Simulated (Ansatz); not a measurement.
Molecular dynamics of H18SO8

The input (input.yaml):

```yaml
crystal:
  lattice:
    - [6.910423, 0.0, 0.0]
    - [0.0, 6.910423, 0.0]
    - [0.0, 0.0, 6.910423]
  atoms:
    - { symbol: O, position: [0.60645825, 0.64911624, 0.68374253] }
    - { symbol: H, position: [0.66573262, 0.65768436, 0.55176061] }
    - { symbol: H, position: [0.47779102, 0.62542282, 0.65069079] }
    - { symbol: O, position: [-0.01126173, 0.37979667, 0.1505821] }
    - { symbol: H, position: [0.10903331, 0.33809459, 0.07676035] }
    - { symbol: H, position: [-0.03425948, 0.26698113, 0.21927271] }
    - { symbol: O, position: [0.78922468, 0.66706472, 0.33689033] }
    - { symbol: H, position: [0.66643976, 0.62465061, 0.25677933] }
    - { symbol: H, position: [0.88725227, 0.56164562, 0.29907357] }
    - { symbol: O, position: [0.77641469, 0.30705466, 0.73623684] }
    - { symbol: H, position: [0.73122232, 0.44343518, 0.73778112] }
    - { symbol: H, position: [0.7956906, 0.27013218, 0.59873813] }
    - { symbol: O, position: [0.62612134, 0.94714187, 0.9826251] }
    - { symbol: H, position: [0.652962, 0.88882778, 0.85029828] }
    - { symbol: H, position: [0.73412553, 1.04057212, 0.97533771] }
    - { symbol: O, position: [-0.08181819, 0.05242846, 0.39395674] }
    - { symbol: H, position: [-0.11747899, -0.08866535, 0.38305206] }
    - { symbol: H, position: [0.00540304, 0.04823565, 0.51047189] }
    - { symbol: O, position: [0.35284398, 0.2330219, 0.92197024] }
    - { symbol: H, position: [0.45274972, 0.13597316, 0.95984657] }
    - { symbol: H, position: [0.41814294, 0.29822164, 0.81362845] }
    - { symbol: O, position: [0.46513661, 0.54675594, 0.14471382] }
    - { symbol: H, position: [0.43486946, 0.66470389, 0.07324054] }
    - { symbol: H, position: [0.45263018, 0.43226743, 0.0484181] }
    - { symbol: S, position: [0.11800859, 0.85439156, 0.78849949] }
    - { symbol: H, position: [0.03413787, 0.78184273, 0.95158755] }
    - { symbol: H, position: [0.17341827, 1.03048997, 0.8677993] }
basis:
  ecutwfc: 420.0
kpoints:
  mp_grid: { grid: [1, 1, 1] }
hamiltonian:
  xc: pbe
  dispersion: d3bj
scf:
  occupations: { method: fermi_dirac, width: 0.02 }
  lower_state_search: "off"
md:
  timestep: 0.5
  n_steps: 400
  ensemble: nve
  temperature: 300.0
  initial_velocities: maxwell_boltzmann
  seed: 688716
```

Launched with:

```bash
$ ansatz run input.yaml --threads 1 --pin off --max-ram 3072MiB --backend cpu --events-out ev --progress --plain --runs-dir out
```

It goes on from the last frame of an earlier run, with new velocities.

Output, in part (step lines):

```
md step     0: t =     0.00 fs  T =   300.0 K  F+E_penalty+E_count = -5731.10164928 eV  E_kin = 1.008228 eV  conserved = -5730.09342129 eV  (8 SCF iters)
md step     1: t =     0.50 fs  T =   283.0 K  F+E_penalty+E_count = -5731.04239160 eV  E_kin = 0.951087 eV  conserved = -5730.09130411 eV  (8 SCF iters)
md step     2: t =     1.00 fs  T =   287.9 K  F+E_penalty+E_count = -5731.05924275 eV  E_kin = 0.967562 eV  conserved = -5730.09168100 eV  (7 SCF iters)
md step     3: t =     1.50 fs  T =   313.0 K  F+E_penalty+E_count = -5731.14638252 eV  E_kin = 1.051980 eV  conserved = -5730.09440252 eV  (7 SCF iters)
md step     4: t =     2.00 fs  T =   346.5 K  F+E_penalty+E_count = -5731.26226368 eV  E_kin = 1.164544 eV  conserved = -5730.09771955 eV  (7 SCF iters)
md step     5: t =     2.50 fs  T =   373.5 K  F+E_penalty+E_count = -5731.35514998 eV  E_kin = 1.255237 eV  conserved = -5730.09991322 eV  (5 SCF iters)
md step     6: t =     3.00 fs  T =   383.6 K  F+E_penalty+E_count = -5731.38942214 eV  E_kin = 1.289086 eV  conserved = -5730.10033614 eV  (4 SCF iters)
md step     7: t =     3.50 fs  T =   374.2 K  F+E_penalty+E_count = -5731.35685342 eV  E_kin = 1.257640 eV  conserved = -5730.09921372 eV  (4 SCF iters)
[... lines left out ...]
md step   400: t =   200.00 fs  T =   292.0 K  F+E_penalty+E_count = -5731.07861084 eV  E_kin = 0.981409 eV  conserved = -5730.09720140 eV  (8 SCF iters)
```

The steps, from the saved trajectory:

| time (fs) | T (K) | potential energy less start (eV) | conserved less start (meV/atom) |
| --- | --- | --- | --- |
| 0.0 | 300 | 0.000 | 0.00 |
| 6.5 | 329 | -0.098 | -0.06 |
| 13.0 | 336 | -0.125 | -0.16 |
| 19.5 | 271 | 0.099 | 0.02 |
| 26.0 | 323 | -0.080 | -0.16 |
| 32.5 | 294 | 0.019 | -0.09 |
| 39.0 | 292 | 0.024 | -0.08 |
| 45.5 | 339 | -0.134 | -0.12 |
| 52.0 | 328 | -0.098 | -0.13 |
| 58.5 | 262 | 0.127 | 0.01 |
| 65.0 | 274 | 0.086 | -0.11 |
| 71.5 | 342 | -0.145 | -0.21 |
| 78.0 | 315 | -0.050 | 0.03 |
| 84.5 | 383 | -0.282 | -0.15 |
| 91.0 | 351 | -0.176 | -0.10 |
| 97.5 | 326 | -0.090 | -0.05 |
| 104.0 | 352 | -0.177 | -0.09 |
| 110.5 | 384 | -0.287 | -0.15 |
| 117.0 | 376 | -0.258 | -0.07 |
| 123.5 | 416 | -0.393 | -0.12 |
| 130.0 | 405 | -0.357 | -0.14 |
| 136.5 | 357 | -0.193 | -0.10 |
| 143.0 | 382 | -0.280 | -0.17 |
| 149.5 | 357 | -0.195 | -0.08 |
| 156.0 | 329 | -0.099 | -0.10 |
| 162.5 | 321 | -0.072 | -0.10 |
| 169.0 | 376 | -0.259 | -0.16 |
| 175.5 | 349 | -0.166 | 0.00 |
| 182.0 | 368 | -0.232 | -0.13 |
| 188.5 | 339 | -0.134 | -0.10 |
| 195.0 | 296 | 0.011 | -0.07 |

All steps were run. The conserved energy stayed within 0.27 meV per atom of its start (net change -0.14 meV per atom), so the integration is sound. A run of 0.2 ps of so small a system gives no equilibrium averages. Limits of this set-up: coarse k mesh.

Mean squared displacements from the first frame to the last, about the centre of mass: O 0.50 Å², H 1.35 Å², S 0.48 Å².

Last frame:

```xyz
27
Lattice="6.9104 0.0000 0.0000 0.0000 6.9104 0.0000 0.0000 0.0000 6.9104" Properties=species:S:1:pos:R:3
O 4.306 4.262 4.503
H 4.879 4.269 3.685
H 3.460 4.366 4.101
O 0.038 2.533 1.421
H 0.981 2.502 1.254
H -0.246 1.619 1.768
O 5.604 4.651 2.037
H 4.707 4.498 1.744
H 6.095 3.769 1.752
O 6.268 2.711 5.634
H 6.689 2.709 6.511
H 5.480 3.316 5.758
O 3.811 6.447 6.398
H 3.899 5.812 5.663
H 4.748 6.731 6.471
O -1.143 0.134 2.514
H -1.115 -0.800 2.125
H -1.235 0.048 3.474
O 2.418 2.206 6.646
H 2.906 1.374 6.879
H 2.337 2.208 5.654
O 2.879 4.592 1.251
H 3.278 5.279 0.690
H 2.726 3.868 0.675
S 0.935 5.260 5.216
H 0.133 4.133 5.224
H 1.207 4.965 6.486
```

Time of the run: 8.5 min on 1 thread of Intel(R) Xeon(R) Platinum 8259CL CPU @ 2.50GHz (Skylake/Cascade Lake), with other jobs on the host, peak memory 0.51 GiB.
